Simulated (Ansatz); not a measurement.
Cost and result for the atomization energy of CH₆ClGaGe, SMILES `[Cl][GaH][CH2][GeH3]` (10 atoms, 9 bonds).

Z-matrix (Å, degrees):
```
C
Ga 1 1.947
Ge 1 1.962 2 113.0
H 1 1.092 2 110.2 3 -121.2
H 1 1.092 2 108.9 3 119.3
Cl 2 2.158 1 114.7 3 -80.7
H 2 1.558 1 130.4 3 97.5
H 3 1.538 1 110.2 2 -177.6
H 3 1.537 1 110.0 2 61.6
H 3 1.541 1 109.8 2 -58.0
```

Total charge 0; spin multiplicity 1. Correlated methods include outer-core shells of Ga, Ge, which these sets cover unevenly. Scalar relativity is left out up to krypton. The geometry is a stationary point of PBE0-D4/def2-TZVP. It is one conformer, not always the lowest. Program: Ansatz. All runs use 4 threads of an Arm Neoverse V1 on a shared host. Times are those of one run each, without the atoms' runs, and a repeat can differ threefold. Electronic energies, without spin–orbit coupling; frozen cores. CCSD(T)/CBS adds CCSD(T) − MP2 in def2-TZVPP to the MP2 limit, and its time is that of the two runs behind it. T1 = 0.012. With those shells the extrapolation isn't a true limit. B3LYP takes the VWN-RPA correlation (the form of Gaussian; ORCA's B3LYP/G).

CCSD(T)/CBS is a level of theory with its own doubt, some kJ/mol a heavy atom from the limit and from the frozen cores, so smaller differences don't rank the functionals.

```
                            level  functions  wall time
             revPBE-D4/def2-TZVPP        253      2.7 s
               BLYP-D4/def2-TZVPP        253      2.7 s
               PBE0-D4/def2-TZVPP        253      5.5 s
              BHLYP-D4/def2-TZVPP        253      5.5 s
          CAM-B3LYP-D4/def2-TZVPP        253        6 s
B3LYP-D4/def2-TZVPP (with forces)        253        7 s
                B2PLYP/def2-TZVPP        253      8.5 s
              PBE-QIDH/def2-TZVPP        253      8.5 s
                B97M-V/def2-TZVPP        253       13 s
                 CCSD(T)/def2-SVP        126       13 s
                   MP2/def2-QZVPP        485       29 s
               CCSD(T)/def2-TZVPP        253    5.1 min
                CCSD(T)/CBS(def2)          –    5.5 min
```

Question: What atomization energy does each give, and how far from CCSD(T)/CBS? (Best estimate.)

Answer: Ansatz gave: 
| level | atomization (kJ/mol) | difference from CCSD(T)/CBS | per bond |
| --- | --- | --- | --- |
| revPBE-D4/def2-TZVPP | 2895.1 | -89.7 | -10.0 |
| BLYP-D4/def2-TZVPP | 2894.6 | -90.2 | -10.0 |
| PBE0-D4/def2-TZVPP | 2947.9 | -36.9 | -4.1 |
| BHLYP-D4/def2-TZVPP | 2901.0 | -83.8 | -9.3 |
| CAM-B3LYP-D4/def2-TZVPP | 2956.3 | -28.5 | -3.2 |
| B3LYP-D4/def2-TZVPP (with forces) | 2932.5 | -52.3 | -5.8 |
| B2PLYP/def2-TZVPP | 2917.2 | -67.6 | -7.5 |
| PBE-QIDH/def2-TZVPP | 2964.3 | -20.5 | -2.3 |
| B97M-V/def2-TZVPP | 3000.7 | 15.9 | 1.8 |
| CCSD(T)/def2-SVP | 2813.8 | -171.0 | -19.0 |
| MP2/def2-QZVPP | 2971.5 | -13.3 | -1.5 |
| CCSD(T)/def2-TZVPP | 2933.6 | -51.2 | -5.7 |
| CCSD(T)/CBS(def2) | 2984.8 | 0.0 | 0.0 |

Leaving LDA and LC-ωPBE aside and taking each functional with its dispersion term where it has one, the values spread over 106.1 kJ/mol, from BLYP-D4 to B97M-V. LDA lies +402.1 kJ/mol from PBE without D4, its usual overbinding. In def2-TZVPP, CCSD(T) changes the Hartree–Fock value by +711.0 kJ/mol (the triples alone add +36.8 kJ/mol) and MP2 by +719.6 kJ/mol; breaking electron pairs costs correlation energy, which Hartree–Fock lacks. From BLYP to BHLYP (50 % exact exchange), in def2-TZVPP and without D4, the atomization energy moves by +22.5 kJ/mol.

For some Ge, Se and Sn compounds the MP2-based and the directly extrapolated limit differ by 10 to 25 kJ/mol.
